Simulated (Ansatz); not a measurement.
Basis sets compared for cis-Sn(PH3)2Cl4 (SnP₂H₆Cl₄). Total charge 0; singlet. Geometry r2SCAN-D4/def2-SVP. Ansatz on 4 threads of Arm Neoverse V2 on a shared host; times are rough, and most runs start from earlier orbitals.

```csv
atom,x (Å),y (Å),z (Å)
Cl1,-0.500,-1.466,2.921
Cl2,-2.130,-2.514,-0.271
Cl3,1.454,-1.948,-0.107
Cl4,-2.100,0.973,0.757
P5,-0.575,-0.048,-2.064
P6,1.240,1.055,1.394
Sn7,-0.609,-0.920,0.613
H8,0.153,1.084,-2.526
H9,-1.849,0.282,-2.589
H10,-0.145,-0.994,-3.029
H11,0.798,1.983,2.370
H12,1.865,1.963,0.494
H13,2.399,0.550,2.035
```

In the def2 sets Sn takes a core potential; there is no spin–orbit coupling.

Binding counts from free atoms (Cl doublet, P quartet, Sn triplet, H doublet) in the same basis, without a counterpoise term.

```
           level  functions  energy (Eh)  HOMO (eV)  LUMO (eV)  binding per atom (eV)  wall time
 PBE-D4/def2-SVP        164   -2739.6899      -6.74      -3.56                   2.70      2.1 s
PBE0-D4/def2-SVP        164   -2739.9205      -8.09      -2.85                   2.65      3.8 s
```

Estimate the rows for PBE-D4/def2-TZVP (with forces), PBE0-D4/def2-TZVP.


| level | functions | energy (Eh) | HOMO (eV) | LUMO (eV) | binding per atom (eV) | wall time |
| --- | --- | --- | --- | --- | --- | --- |
| PBE-D4/def2-TZVP (with forces) | 308 | -2740.5825 | -7.04 | -3.86 | 2.71 | 6.5 s |
| PBE0-D4/def2-TZVP | 308 | -2740.8012 | -8.29 | -3.09 | 2.67 | 13 s |
